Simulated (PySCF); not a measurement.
PySCF input file for CH3FOSn, SMILES C[O][Sn][F] (connectivity only; charge and spin as stated), neutral, multiplicity 1, TDA-CAM-B3LYP/def2-SVPD. The structure is a stationary point at B3LYP-D3(BJ)/def2-SVP. The def2 effective core potentials stand for the cores of Sn; spin–orbit coupling is left out. One conformer was computed; it need not be the lowest.

```python
import numpy as np
from pyscf import gto, scf, dft, tdscf

mol = gto.M(
    atom='''
    Sn    0.23788679   -0.61183191   -0.00000000
    F    -1.71503744   -0.30036613    0.00000000
    O     0.72352029    1.32578646    0.00000000
    C    -0.17077939    2.41618886   -0.00000000
    H     0.00238698    3.04806642   -0.89088929
    H     0.00238698    3.04806642    0.89088928
    H    -1.22726233    2.09533297    0.00000000
    ''',
    basis='def2-SVPD',
    ecp={'Sn': 'def2-svp'},
    charge=0,
    spin=0,
    symmetry=True,
    max_memory=1600,
    verbose=4,
)
mf = dft.RKS(mol, xc='cam-b3lyp').density_fit(auxbasis='def2-universal-jkfit')
mf.grids.level = 3
mf.conv_tol = 1e-9
mf.max_cycle = 100
mf.kernel()
mf.grids = dft.Grids(mol).set(level=1).build(with_non0tab=True)  # coarser grid for the response kernel
td = tdscf.TDA(mf)
td.singlet = True
td.nstates = 10
td.conv_tol = 1e-4
td.kernel(x0=td.get_init_guess(mf, 15))
td.analyze()
tt = tdscf.TDA(mf)
tt.singlet = False
tt.nstates = 4
tt.conv_tol = 1e-4
tt.kernel(x0=tt.get_init_guess(mf, 9))
tt.analyze(verbose=3)
```

It prints:

```
PySCF version 2.14.0

[INPUT] verbose = 4
[INPUT] num. atoms = 7
[INPUT] num. electrons = 48
[INPUT] charge = 0
[INPUT] spin (= nelec alpha-beta = 2S) = 0
[INPUT] symmetry True subgroup None
[INPUT] Mole.unit = angstrom
[INPUT] Symbol           X                Y                Z      unit          X                Y                Z       unit  Magmom
[INPUT]  1 Sn     0.237886790000  -0.611831910000   0.000000000000 AA    0.449540881752  -1.156194744170   0.000000000000 Bohr   0.0
[INPUT]  2 F     -1.715037440000  -0.300366130000   0.000000000000 AA   -3.240951054975  -0.567609722796   0.000000000000 Bohr   0.0
[INPUT]  3 O      0.723520290000   1.325786460000   0.000000000000 AA    1.367255193666   2.505373309057   0.000000000000 Bohr   0.0
[INPUT]  4 C     -0.170779390000   2.416188860000   0.000000000000 AA   -0.322726274820   4.565935210625   0.000000000000 Bohr   0.0
[INPUT]  5 H      0.002386980000   3.048066420000  -0.890889290000 AA    0.004510738465   5.760010743284  -1.683536765408 Bohr   0.0
[INPUT]  6 H      0.002386980000   3.048066420000   0.890889280000 AA    0.004510738465   5.760010743284   1.683536746511 Bohr   0.0
[INPUT]  7 H     -1.227262330000   2.095332970000   0.000000000000 AA   -2.319189686696   3.959605453072   0.000000000000 Bohr   0.0

nuclear repulsion = 192.60204831697
point group symmetry = Cs
symmetry origin: [ 3.72972261e-09 -4.97296362e-10 -2.48648172e-10]
symmetry axis x: [ 1.00000000e+00  4.04025646e-09 -7.10765987e-13]
symmetry axis y: [ 4.04025646e-09 -1.00000000e+00  3.38663311e-10]
symmetry axis z: [7.10764619e-13 3.38663311e-10 1.00000000e+00]
num. orbitals of irrep A' = 82
num. orbitals of irrep A" = 40
number of shells = 50
number of NR pGTOs = 193
number of NR cGTOs = 122
basis = def2-SVPD
ecp = {'Sn': 'def2-svp'}


[settings echo left out]
init E= -405.876765346813
HOMO (A') = -0.67370424126991  LUMO (A") = -0.630990451314029  gap/eV = 1.16230
cycle= 1 E= -426.815685525146  delta_E= -20.9  |g|= 2.71  |ddm|= 10.5
HOMO (A') = -0.100381761054478  LUMO (A') = -0.0897979454374936  gap/eV = 0.28800
cycle= 2 E= -400.696168556609  delta_E= 26.1  |g|=   10  |ddm|= 24.5
HOMO (A') = -0.208442054614519  LUMO (A') = -0.0238678002974844  gap/eV = 5.02252
cycle= 3 E= -428.944851591301  delta_E= -28.2  |g|= 0.76  |ddm|= 23.1
HOMO (A') = -0.302396447483786  LUMO (A") = -0.0430279576474097  gap/eV = 7.05778
cycle= 4 E= -429.056160367703  delta_E= -0.111  |g|= 0.492  |ddm|= 1.11
HOMO (A') = -0.331443941568743  LUMO (A") = -0.0529954954243315  gap/eV = 7.57697
cycle= 5 E= -429.095090511836  delta_E= -0.0389  |g|= 0.157  |ddm|= 0.451
HOMO (A') = -0.344409133465554  LUMO (A") = -0.0624310236737902  gap/eV = 7.67302
cycle= 6 E= -429.099911185461  delta_E= -0.00482  |g|= 0.0505  |ddm|= 0.236
HOMO (A') = -0.340271026681137  LUMO (A") = -0.0588914199695587  gap/eV = 7.65673
cycle= 7 E= -429.100520924616  delta_E= -0.00061  |g|= 0.0116  |ddm|= 0.0681
HOMO (A') = -0.341795315719008  LUMO (A") = -0.0576100324844737  gap/eV = 7.73308
cycle= 8 E= -429.100545027119  delta_E= -2.41e-05  |g|= 0.00767  |ddm|= 0.0197
HOMO (A') = -0.341036098300854  LUMO (A") = -0.0572690097658968  gap/eV = 7.72170
cycle= 9 E= -429.100556123944  delta_E= -1.11e-05  |g|= 0.00137  |ddm|= 0.00653
HOMO (A') = -0.341114551584731  LUMO (A") = -0.057174552281031  gap/eV = 7.72640
cycle= 10 E= -429.100556705824  delta_E= -5.82e-07  |g|= 0.000233  |ddm|= 0.00283
HOMO (A') = -0.34113871439191  LUMO (A") = -0.0572065595112736  gap/eV = 7.72619
cycle= 11 E= -429.100556735542  delta_E= -2.97e-08  |g|= 4.9e-05  |ddm|= 0.000515
HOMO (A') = -0.341142099487907  LUMO (A") = -0.0572056455786956  gap/eV = 7.72630
cycle= 12 E= -429.100556737447  delta_E= -1.9e-09  |g|= 1.15e-05  |ddm|= 0.000183
HOMO (A') = -0.341143061721368  LUMO (A") = -0.0572043245430387  gap/eV = 7.72637
cycle= 13 E= -429.100556737565  delta_E= -1.18e-10  |g|= 3.38e-06  |ddm|= 4.17e-05
HOMO (A') = -0.341143846069016  LUMO (A") = -0.0572044166768526  gap/eV = 7.72639
Extra cycle  E= -429.100556737574  delta_E= -8.41e-12  |g|= 3.16e-06  |ddm|= 1.17e-05
converged SCF energy = -429.100556737574
tot grids = 31104


******** <class 'pyscf.tdscf.rks.TDA'> for <class 'pyscf.df.df_jk.DFSymAdaptedRKS'> ********
nstates = 10 singlet
deg_eia_thresh = 1.000e-03
wfnsym = None
conv_tol = 0.0001
eigh lindep = 1e-12
eigh level_shift = 0
eigh max_cycle = 100


Excitation energies (eV)
[4.39390672 5.05043338 5.77751351 6.44148847 6.52002655 6.80477394
 6.95148879 7.15262826 7.38255839 7.83435372]

** Singlet excitation energies and oscillator strengths **
Excited State   1:   A"      4.39391 eV    282.17 nm  f=0.0291
      22 -> 25        0.13070
      24 -> 25       -0.68647
Excited State   2:   A'      5.05043 eV    245.49 nm  f=0.0612
      23 -> 25       -0.67591
      24 -> 27       -0.15258
Excited State   3:   A"      5.77751 eV    214.60 nm  f=0.1267
      22 -> 25       -0.67593
      24 -> 25       -0.12471
Excited State   4:   A"      6.44149 eV    192.48 nm  f=0.0065
      23 -> 26        0.69231
Excited State   5:   A'      6.52003 eV    190.16 nm  f=0.1093
      22 -> 26        0.10619
      24 -> 26       -0.68520
Excited State   6:   A"      6.80477 eV    182.20 nm  f=0.0041
      21 -> 25        0.69257
Excited State   7:   A"      6.95149 eV    178.36 nm  f=0.0197
      23 -> 27        0.62243
      23 -> 28        0.26415
      23 -> 35       -0.11638
Excited State   8:   A'      7.15263 eV    173.34 nm  f=0.0742
      20 -> 25       -0.42778
      22 -> 26       -0.31975
      24 -> 27        0.38905
      24 -> 28        0.18072
Excited State   9:   A'      7.38256 eV    167.94 nm  f=0.1364
      20 -> 25        0.43259
      22 -> 26        0.12381
      22 -> 27       -0.15880
      22 -> 28       -0.12002
      23 -> 25       -0.10989
      24 -> 27        0.38327
      24 -> 28        0.26241
Excited State  10:   A'      7.83435 eV    158.26 nm  f=0.4051
      22 -> 27       -0.21169
      24 -> 27       -0.35076
      24 -> 28        0.54439

** Transition electric dipole moments (AU) **
state          X           Y           Z        Dip. S.      Osc.
  1        -0.0000      0.0000     -0.5202      0.2706      0.0291
  2         0.0142      0.7031     -0.0000      0.4945      0.0612
  3        -0.0000     -0.0000     -0.9462      0.8952      0.1267
  4        -0.0000      0.0000      0.2027      0.0411      0.0065
  5        -0.7655     -0.3134     -0.0000      0.6843      0.1093
  6        -0.0000      0.0000      0.1570      0.0247      0.0041
  7         0.0000     -0.0000      0.3397      0.1154      0.0197
  8        -0.2910      0.5818     -0.0000      0.4232      0.0742
  9        -0.0074      0.8683     -0.0000      0.7540      0.1364
 10         0.3944     -1.3982      0.0000      2.1106      0.4051

WARN: ECP detected. Skipping calculation of transition velocity and magnetic dipole moments, which have not yet been implemented.



******** <class 'pyscf.tdscf.rks.TDA'> for <class 'pyscf.df.df_jk.DFSymAdaptedRKS'> ********
nstates = 4 triplet
deg_eia_thresh = 1.000e-03
wfnsym = None
conv_tol = 0.0001
eigh lindep = 1e-12
eigh level_shift = 0
eigh max_cycle = 100


Excitation energies (eV)
[3.51451504 3.97093718 4.81214091 5.4987994 ]

** Triplet excitation energies and oscillator strengths **
Excited State   1:   A"      3.51452 eV    352.78 nm  f=0.0000
Excited State   2:   A'      3.97094 eV    312.23 nm  f=0.0000
Excited State   3:   A"      4.81214 eV    257.65 nm  f=0.0000
Excited State   4:   A'      5.49880 eV    225.48 nm  f=0.0000
```

The run converged.

Cost: roughly 60 core-seconds.
